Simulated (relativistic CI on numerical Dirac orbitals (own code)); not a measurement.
**Line list: Electric-dipole lines, Ir21+**

These numbers are calculated, not measured: Dirac-Coulomb-Breit CI, orbitals from a KLI potential per configuration, model QED, unscaled Slater integrals (own radial code, finite nucleus).

Configuration list (outside the closed core [Ar] 3d10): 4s²4p⁶4d¹⁰4f¹⁰, 4s²4p⁶4d¹⁰4f⁹5s, 4s²4p⁶4d¹⁰4f⁸5s², 4s²4p⁶4d¹⁰4f⁹5p, 4s²4p⁶4d¹⁰4f⁸5s5p, 4s²4p⁶4d⁹4f¹¹, 4s²4p⁶4d⁸4f¹², 4s²4p⁶4d¹⁰4f⁹5f, 4s²4p⁵4d¹⁰4f¹¹, 4s²4p⁶4d¹⁰4f⁹6s, 4s4p⁶4d¹⁰4f¹¹, 4s²4p⁴4d¹⁰4f¹², 4p⁶4d¹⁰4f¹², 4s4p⁵4d¹⁰4f¹². Levels of other configurations are missing.

| λ vac (Å) | Lower | Upper | A (s⁻¹) | log gf | S velocity/length |
| --- | --- | --- | --- | --- | --- |
| 185.68 | 4s²4p⁶4d¹⁰4f¹⁰ ⁵I8 [1] | 4s²4p⁶4d¹⁰4f⁹5s ⁵I°8 [379] | 1.19e+05 | -4.98 | 1.43 |
| 189.96 | 4s²4p⁶4d¹⁰4f¹⁰ ⁵I8 [1] | 4s²4p⁶4d¹⁰4f⁹5s ³I°7 [357] | 1.09e+05 | -5.05 | 1.83 |
| 201.48 | 4s²4p⁶4d¹⁰4f¹⁰ ⁵I8 [1] | 4s²4p⁶4d¹⁰4f⁹5s ³I°7 [291] | 8.20e+04 | -5.13 | 1.92 |
| 205.09 | 4s²4p⁶4d¹⁰4f¹⁰ ⁵I8 [1] | 4s²4p⁶4d¹⁰4f⁹5s ⁵K°9 [270] | 1.61e+05 | -4.71 | 1.13 |
| 207.24 | 4s²4p⁶4d¹⁰4f¹⁰ ³K8 [9] | 4s²4p⁶4d¹⁰4f⁹5s ³M°9 [368] | 1.10e+05 | -4.87 | 0.84 |
| 207.55 | 4s²4p⁶4d¹⁰4f¹⁰ ⁵I8 [1] | 4s²4p⁶4d¹⁰4f⁹5s ³N°9 [259] | 5.84e+04 | -5.14 | 1.05 |
| 213.71 | 4s²4p⁶4d¹⁰4f¹⁰ ³L9 [17] | 4s²4p⁶4d¹⁰4f⁹5s ³M°10 [376] | 2.23e+05 | -4.49 | 0.79 |
| 214.01 | 4s²4p⁶4d¹⁰4f¹⁰ ⁵I7 [2] | 4s²4p⁶4d¹⁰4f⁹5s ⁵K°8 [275] | 1.41e+05 | -4.78 | 1.26 |
| 217.31 | 4s²4p⁶4d¹⁰4f¹⁰ ⁵I6 [4] | 4s²4p⁶4d¹⁰4f⁹5s ⁵K°7 [280] | 9.46e+04 | -5.00 | 1.43 |
| 220.16 | 4s²4p⁶4d¹⁰4f¹⁰ ³M10 [25] | 4s²4p⁶4d¹⁰4f⁹5s ³M°10 [376] | 5.48e+05 | -4.08 | 1.45 |
| 223.60 | 4s²4p⁶4d¹⁰4f¹⁰ ³L9 [17] | 4s²4p⁶4d¹⁰4f⁹5s ³K°8 [333] | 1.49e+05 | -4.72 | 1.81 |
| 229.38 | 4s²4p⁶4d¹⁰4f¹⁰ ⁵I8 [1] | 4s²4p⁶4d¹⁰4f⁹5s ⁵H°7 [165] | 8.11e+04 | -5.02 | 1.49 |
| 232.61 | 4s²4p⁶4d¹⁰4f¹⁰ ⁵I8 [1] | 4s²4p⁶4d¹⁰4f⁹5s ⁵M°7 [156] | 5.76e+04 | -5.15 | 2.33 |
| 232.79 | 4s²4p⁶4d¹⁰4f¹⁰ ³L7 [40] | 4s²4p⁶4d¹⁰4f⁹5s ³M°8 [366] | 3.01e+05 | -4.38 | 1.65 |
| 233.37 | 4s²4p⁶4d¹⁰4f¹⁰ ³M9 [41] | 4s²4p⁶4d¹⁰4f⁹5s ³M°9 [368] | 4.25e+05 | -4.18 | 1.70 |
| 236.87 | 4s²4p⁶4d¹⁰4f¹⁰ ⁵G6 [10] | 4s²4p⁶4d¹⁰4f⁹5s ⁵H°7 [244] | 1.86e+05 | -4.63 | 1.53 |
| 239.93 | 4s²4p⁶4d¹⁰4f¹⁰ ⁵I6 [4] | 4s²4p⁶4d¹⁰4f⁹5s ⁵L°7 [188] | 7.25e+04 | -5.03 | 1.26 |
| 240.67 | 4s²4p⁶4d¹⁰4f¹⁰ ⁵I8 [1] | 4s²4p⁶4d¹⁰4f⁹5s ⁵M°8 [139] | 4.96e+04 | -5.14 | 1.43 |
| 241.20 | 4s²4p⁶4d¹⁰4f¹⁰ ⁵I7 [2] | 4s²4p⁶4d¹⁰4f⁹5s ⁵H°6 [166] | 8.28e+04 | -5.03 | 1.89 |
| 244.85 | 4s²4p⁶4d¹⁰4f¹⁰ ¹L8 [31] | 4s²4p⁶4d¹⁰4f⁹5s ¹L°8 [300] | 2.50e+05 | -4.42 | 2.13 |
| 246.03 | 4s²4p⁶4d¹⁰4f¹⁰ ³M8 [58] | 4s²4p⁶4d¹⁰4f⁹5s ³M°8 [366] | 3.48e+05 | -4.27 | 2.11 |
| 248.17 | 4s²4p⁶4d¹⁰4f¹⁰ ³D2 [5] | 4s²4p⁶4d¹⁰4f⁹5s ⁵F°2 [177] | 2.80e+05 | -4.89 | 1.72 |
| 248.36 | 4s²4p⁶4d¹⁰4f¹⁰ ³K7 [16] | 4s²4p⁶4d¹⁰4f⁹5s ³L°8 [231] | 1.16e+05 | -4.74 | 1.91 |
| 248.56 | 4s²4p⁶4d¹⁰4f¹⁰ ⁵I5 [6] | 4s²4p⁶4d¹⁰4f⁹5s ⁵K°6 [183] | 1.02e+05 | -4.91 | 1.84 |
| 250.65 | 4s²4p⁶4d¹⁰4f¹⁰ ³K8 [9] | 4s²4p⁶4d¹⁰4f⁹5s ³L°9 [190] | 1.68e+05 | -4.52 | 1.67 |
| 252.17 | 4s²4p⁶4d¹⁰4f¹⁰ ⁵I8 [1] | 4s²4p⁶4d¹⁰4f⁹5s ⁵I°8 [125] | 8.79e+04 | -4.85 | 1.87 |
| 252.25 | 4s²4p⁶4d¹⁰4f¹⁰ ⁵I7 [2] | 4s²4p⁶4d¹⁰4f⁹5s ⁵I°7 [142] | 1.23e+05 | -4.75 | 1.81 |
| 254.58 | 4s²4p⁶4d¹⁰4f¹⁰ ³G5 [3] | 4s²4p⁶4d¹⁰4f⁹5s ⁵I°5 [149] | 7.47e+04 | -5.10 | 1.79 |
| 255.89 | 4s²4p⁶4d¹⁰4f¹⁰ ³G5 [3] | 4s²4p⁶4d¹⁰4f⁹5s ³G°5 [146] | 1.52e+05 | -4.78 | 1.84 |
| 258.90 | 4s²4p⁶4d¹⁰4f¹⁰ ⁵I6 [4] | 4s²4p⁶4d¹⁰4f⁹5s ⁵I°6 [141] | 1.57e+05 | -4.69 | 1.94 |
| 260.26 | 4s²4p⁶4d¹⁰4f¹⁰ ³K6 [23] | 4s²4p⁶4d¹⁰4f⁹5s ³K°6 [221] | 2.03e+05 | -4.57 | 1.63 |
| 262.02 | 4s²4p⁶4d¹⁰4f¹⁰ ⁵I7 [2] | 4s²4p⁶4d¹⁰4f⁹5s ³L°7 [128] | 4.81e+04 | -5.13 | 2.12 |
| 262.43 | 4s²4p⁶4d¹⁰4f¹⁰ ⁵I5 [6] | 4s²4p⁶4d¹⁰4f⁹5s ⁵I°5 [149] | 1.61e+05 | -4.74 | 1.87 |
| 264.82 | 4s²4p⁶4d¹⁰4f¹⁰ ⁵G5 [22] | 4s²4p⁶4d¹⁰4f⁹5s ³G°5 [199] | 2.14e+05 | -4.61 | 2.27 |
| 272.90 | 4s²4p⁶4d¹⁰4f¹⁰ ³G5 [3] | 4s²4p⁶4d¹⁰4f⁹5s ⁵H°5 [126] | 1.01e+05 | -4.90 | 1.84 |
| 280.45 | 4s²4p⁶4d¹⁰4f¹⁰ ⁵G6 [10] | 4s²4p⁶4d¹⁰4f⁹5s ⁵G°6 [135] | 1.54e+05 | -4.63 | 2.31 |
| 281.85 | 4s²4p⁶4d¹⁰4f¹⁰ ⁵F5 [15] | 4s²4p⁶4d¹⁰4f⁹5s ⁵F°4 [140] | 1.85e+05 | -4.70 | 2.15 |
| 284.55 | 4s²4p⁶4d¹⁰4f¹⁰ ³L9 [17] | 4s²4p⁶4d¹⁰4f⁹5s ³M°10 [144] | 1.34e+05 | -4.47 | 2.34 |
| 285.82 | 4s²4p⁶4d¹⁰4f¹⁰ ⁵F5 [15] | 4s²4p⁶4d¹⁰4f⁹5s ⁵F°5 [136] | 1.59e+05 | -4.67 | 2.40 |
| 290.01 | 4s²4p⁶4d¹⁰4f¹⁰ ⁵I8 [1] | 4s²4p⁶4d¹⁰4f⁹5s ⁷H°8 [107] | 4.41e+04 | -5.02 | 2.45 |
| 293.24 | 4s²4p⁶4d¹⁰4f¹⁰ ⁵G6 [10] | 4s²4p⁶4d¹⁰4f⁹5s ⁵F°5 [124] | 1.34e+05 | -4.72 | 2.46 |
| 293.54 | 4s²4p⁶4d¹⁰4f¹⁰ ¹N10 [68] | 4s²4p⁶4d¹⁰4f⁹5s ³N°10 [257] | 2.17e+05 | -4.23 | 2.54 |
| 294.12 | 4s²4p⁶4d¹⁰4f¹⁰ ³H6 [19] | 4s²4p⁶4d¹⁰4f⁹5s ⁵G°6 [135] | 1.71e+05 | -4.54 | 2.76 |
| 296.09 | 4s²4p⁶4d¹⁰4f¹⁰ ³M10 [25] | 4s²4p⁶4d¹⁰4f⁹5s ³M°10 [144] | 9.06e+04 | -4.60 | 2.72 |
| 315.93 | 4s²4p⁶4d¹⁰4f¹⁰ ⁵G6 [10] | 4s²4p⁶4d¹⁰4f⁹5s ⁷F°5 [111] | 1.15e+05 | -4.72 | 2.92 |

Terms are leading LS components. Brackets give the number of a level in order of energy, since labels repeat. The list gives strong lines, with weight on those to low levels, among the lowest 400 of 9731 levels, so that lines to higher ones, which can be the strongest, are missing. Levels whose partners in the same complex of configurations lie outside the list can be far off, and so can their lines. Rates are taken at the computed energies, electric ones in the length gauge. A velocity-to-length ratio far from 1 marks an uncertain rate.

At this charge energies of transitions that change n are usually good to better than 1 %, and those within a shell (Δn = 0) to a few per cent. Terms inside the open d or f shell come out 10 to 20 % too wide with unscaled integrals.

LS names give the leading component of a level, which can be under half, so a name can repeat, a term be missing and a line seem to break the LS rules.
